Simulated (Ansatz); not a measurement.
**A geometry optimisation of ClH4OSi2+ with B3LYP-D3(BJ)/def2-SVP**

The starting geometry of this gas-phase singlet was optimised with GFN2-xTB; its bonds are those of `[SiH3]O[SiH+]Cl`.

| atom | x (Å) | y (Å) | z (Å) |
| --- | --- | --- | --- |
| Cl | 1.1837 | -3.2997 | 3.1285 |
| O | -0.4280 | -0.9246 | 2.1366 |
| Si | -2.0115 | -0.4094 | 1.5951 |
| Si | 0.9424 | -1.4448 | 2.6496 |
| H | -2.7016 | -1.6835 | 1.4526 |
| H | -2.4046 | 0.4180 | 2.7257 |
| H | -1.6522 | 0.2764 | 0.3635 |
| H | 1.9097 | -0.3802 | 2.6966 |

**Question.** Where would you expect an optimisation with B3LYP-D3(BJ)/def2-SVP to take it?

**Answer.** It keeps its bonds, and is `[SiH3]O[SiH+]Cl`.

The energy falls by 0.18 eV over 22 steps:

```json
{"step": "1", "E − E(last) (eV)": "0.175"}
{"step": "3", "E − E(last) (eV)": "0.007"}
{"step": "6", "E − E(last) (eV)": "0.001"}
{"step": "8", "E − E(last) (eV)": "0.000"}
{"step": "10", "E − E(last) (eV)": "0.000"}
{"step": "13", "E − E(last) (eV)": "0.000"}
{"step": "15", "E − E(last) (eV)": "0.000"}
{"step": "17", "E − E(last) (eV)": "0.000"}
{"step": "20", "E − E(last) (eV)": "0.000"}
{"step": "22", "E − E(last) (eV)": "0.000"}
```

Final geometry (Å):

```xyz
8

Cl    1.1334   -3.3302    2.9650
O    -0.3651   -0.7392    2.1521
Si   -2.0062   -0.4195    1.6053
Si    0.9702   -1.3804    2.6515
H    -2.6634   -1.7433    1.5700
H    -2.5465    0.4940    2.6325
H    -1.8195    0.1962    0.2758
H     2.1348   -0.5253    2.8960
```

Frequencies at the end are all real (lowest 17 cm⁻¹). Run with Ansatz 0.2.0, 2.5 min on 1 thread of AMD EPYC (Zen 3), on a shared host.
